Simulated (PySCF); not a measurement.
CH10O2Si3, SMILES C[Si@H](O)O[SiH2][SiH3]. Atoms are numbered in the order given.

```xyz
16

C     -3.0443    -0.2038     0.5188
Si    -1.4996     0.2759    -0.4085
O     -0.8650    -0.9938    -1.2925
O     -0.3766     0.7848     0.7092
Si     1.2831     0.8748     0.8762
Si     2.3372    -0.7999    -0.4046
H     -3.8317    -0.5463    -0.1715
H     -3.4342     0.6555     1.0877
H     -2.8361    -1.0127     1.2385
H     -1.7324     1.3458    -1.4073
H     -0.7920    -1.8522    -0.8584
H      1.7682     2.2247     0.4578
H      1.6128     0.6924     2.3196
H      1.7425    -2.1347    -0.0894
H      3.7870    -0.8502    -0.0387
H      2.2255    -0.5408    -1.8670
```

Geometry: B3LYP-D3(BJ)/def2-SVP. The structure was generated by enumeration; whether it is a known compound was not checked. Other conformers were not sampled.

Two levels are set side by side: PBE/pcSseg-1 (PySCF) and HF/pcSseg-1 (PySCF). GIAO shifts against H2O (¹⁷O), TMS (²⁹Si), TMS (¹H), TMS (¹³C) at the same level; non-relativistic, no solvent, atoms listed together averaged. Differences are taken from unrounded values.

```tsv
quantity	HF	PBE	PBE minus HF
δ(¹³C) of C1 (ppm)	3.0	3.9	0.8
δ(²⁹Si) of Si2 (ppm)	-18.9	-9.0	10.0
δ(¹⁷O) of O3 (ppm)	46.5	81.0	34.5
δ(¹⁷O) of O4 (ppm)	28.8	69.2	40.4
δ(²⁹Si) of Si5 (ppm)	-29.3	-26.2	3.1
δ(²⁹Si) of Si6 (ppm)	-90.2	-108.4	-18.2
δ(¹H) of H10 (ppm)	4.43	5.26	0.83
δ(¹H) of H11 (ppm)	2.05	1.66	-0.39
```

Rough cost on one machine, each run with all the roots and properties that it gave: HF against PBE within a factor of 2.
